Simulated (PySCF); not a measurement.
B(F)(Br)(NH2), SMILES NB(F)Br (CAM-B3LYP/def2-SVP optimised geometry):

```
6

B     -0.472    -0.260     0.000
F     -1.153    -1.397    -0.001
Br    -1.467     1.397     0.000
N      0.915    -0.260     0.000
H      1.467     0.587    -0.002
H      1.447    -1.123     0.002
```

Method: PySCF 2.14.0 with CAM-B3LYP/def2-TZVP.

Q: What are the frontier orbital energies and the dipole moment?

A: HOMO-2 -10.88 eV, HOMO-1 -9.78 eV, HOMO -9.63 eV, LUMO 1.31 eV, LUMO+1 1.92 eV; dipole moment 2.91 D.

On the same geometry PBE/def2-TZVP in PySCF gives HOMO-2 -7.90 eV, HOMO-1 -7.08 eV, HOMO -6.93 eV, LUMO -0.23 eV, LUMO+1 -0.20 eV; dipole moment 2.86 D.

Meta-Löwdin charges at CAM-B3LYP/def2-TZVP: B1 0.40, F2 -0.30, Br3 -0.13, N4 -0.48, H5 0.26, H6 0.25.
